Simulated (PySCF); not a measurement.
C₂H₉AlO₄Si, charge -1, doublet, geometry from GFN2-xTB (such geometries of metal compounds can be far from the true shape) (a state made from the parent by changing its charge; the spin is typed, not shown lowest). Base run: HF/6-31G* in PySCF.

Input for PySCF:
```python
from pyscf import gto, scf

mol = gto.M(
    atom='''
Al    0.29613628    1.34072167    1.48692641
C     0.99004365    2.79075700    0.12517843
H     2.02391253    2.59397359   -0.19474507
H     1.00821819    3.78866880    0.58317301
H     0.40749925    2.90014008   -0.80194805
C    -1.74288661    1.79575097    1.73977412
H    -2.32623864    1.95775478    0.82118841
H    -1.85655222    2.71569170    2.32885522
H    -2.27992104    1.01735300    2.30059904
O     0.30148160   -0.16025264    0.51868904
Si    0.09182957   -1.17809388   -0.68161485
O     0.89375051   -2.60211315   -0.51028021
O     0.65366512   -0.58605129   -2.10604036
O    -1.49211149   -1.61032325   -0.84943880
H     0.57829560   -3.13814135    0.21021391
H     1.05873673    0.26984134   -1.99235366
H    -2.08656454   -0.89047483   -0.65557083
''',
    basis='6-31g*',
    charge=-1,
    spin=1,
    verbose=4,
)

mf = scf.UHF(mol)
mf.kernel()
```

Variants of this job, named by their change:

| change | ΔE vs base (µEh) | fitting functions | outcome |
|---|---|---|---|
| base | 0.0 | - | converged |
| auxbasis = even-tempered beta=1.6 | 432 | 1718 | converged |
| auxbasis = cc-pvdz-jkfit | 517 | 851 | converged |
| auxbasis = autoaux | 814 | 1067 | converged |
| only_dfj = on; auxbasis = def2-universal-jfit | -492 | 495 | converged |
| auxbasis = even-tempered beta=2.0 | 484 | 1166 | converged |
| auxbasis = def2-universal-jkfit | 222 | 876 | converged |
| auxbasis = cc-pvqz-jkfit | 109 | 1391 | converged |
| auxbasis = cc-pvtz-jkfit | 250 | 986 | converged |
| exchange = seminumerical (SGX) (with mf = sgx.sgx_fit(mf, auxbasis='def2-universal-jfit'); with mf.with_df.dfj = True) | - | - | cut at the time limit |

A fitting set is made for a task (jfit for Coulomb, jkfit for Coulomb and exchange, ri for correlation) and for a family of orbital bases.

Open shells are given as the SCF converged; they aren't shown to be the lowest states, and a large step between rows can be another state.
